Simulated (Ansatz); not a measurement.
Abridged output of a molecular run in Ansatz:

```
Functional definition: HF
1071 factors; integrals over basis functions are off by at most 1.5e-3 eV
mean field evaluation 1: about -12819.8209 eV, gradient 5.2e1 eV
mean field evaluation 2: about -12819.8288 eV, gradient 5.2e1 eV
mean field evaluation 4: about -12825.2623 eV, gradient 3.3e0 eV
mean field evaluation 8: about -12825.3026 eV, gradient 3.0e-4 eV
mean field -12825.30257001 eV, -471.3211761456 hartree, gradient 9.9e-7 eV, S^2 0.000000; 0 other end points of the search recorded, 0 dependent functions left out
9 core orbitals not correlated: weight in the atoms' cores, before any rotation towards them, 1.000 or more for the frozen orbitals, at most 0.000 for the correlated occupied ones
reference -12825.30257001 eV, -471.3211761456 hartree; 15, 15 occupied and 85, 85 virtual orbitals, 1071 factors
second order -19.79201381 eV of doubles, -0.00000000 eV of singles
cycle   1  -20.39489639 eV  change   -6.0e-1 eV  update   9.5e-2
cycle   2  -20.83922299 eV  change   -4.4e-1 eV  update   2.8e-2
cycle   3  -20.96547774 eV  change   -1.3e-1 eV  update   1.5e-2
cycle   4  -20.96260653 eV  change    2.9e-3 eV  update   3.6e-3
cycle   5  -20.96112447 eV  change    1.5e-3 eV  update   1.4e-3
cycle   6  -20.96121864 eV  change   -9.4e-5 eV  update   4.3e-4
cycle   7  -20.96099176 eV  change    2.3e-4 eV  update   1.3e-4
cycle   8  -20.96093818 eV  change    5.4e-5 eV  update   3.9e-5
cycle   9  -20.96093928 eV  change   -1.1e-6 eV  update   1.4e-5
perturbative correction -0.48967312 eV, -0.0179951553 hartree
Total energy: -12846.75318241 eV, -472.1094716115 hartree
```

Its atoms:

Cartesian coordinates in Å:
```
C -1.221 0.936 0.918
C -0.864 -0.322 0.125
Al 0.965 -0.400 -0.544
O 1.598 -1.689 -1.454
O 2.015 0.888 -0.212
H -1.092 1.839 0.318
H -2.259 0.917 1.265
H -0.583 1.052 1.797
H -1.039 -1.218 0.735
H -1.542 -0.437 -0.731
H 1.100 -2.466 -1.701
H 2.922 0.900 -0.516
```

Task: Which basis set was used?
A. def2-TZVPPD
B. cc-pV(Q+d)Z
C. def2-SVP
D. def2-QZVPP

Result: C. It gives 109 functions.

Task: Write the keys of the input that set method, charge and spin (a neutral closed shell needs none for the last two).

Result: 
```yaml
correlation: {method: ccsd_t}
```
